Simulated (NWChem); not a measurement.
System: InH3; SMILES [InH3]

The following NWChem deck was run.

```
start job
memory heap 200 mb stack 900 mb global 1100 mb
geometry units angstroms noautosym nocenter noautoz
  In     0.000000     0.000000     0.000000
  H      1.224759     1.224759     0.000000
  H      0.448293    -1.673052     0.000000
  H     -1.673052     0.448293     0.000000
end
basis spherical
  * library def2-svpd
end
ecp
  In library def2-ecp
end
dft
  xc b3lyp
  iterations 150
end
property
  response 1 0.0
end
task dft property
```

All runs use the structure optimised with PBE0/def2-SVP. Not confirmed as a minimum by frequencies. B3LYP is NWChem's, with the RPA form of VWN correlation. def2 effective core potentials on In; no spin-orbit coupling.

Static field.

Problem. Predict the main results of this run. (B3LYP/def2-SVPD with def2 effective core potentials on In.) Quantities: isotropic polarisability (bohr³); anisotropy (bohr³).

Solution. 
| Property | Result |
|---|---|
| isotropic polarisability (bohr³) | 42.0 |
| anisotropy (bohr³) | 15.4 |
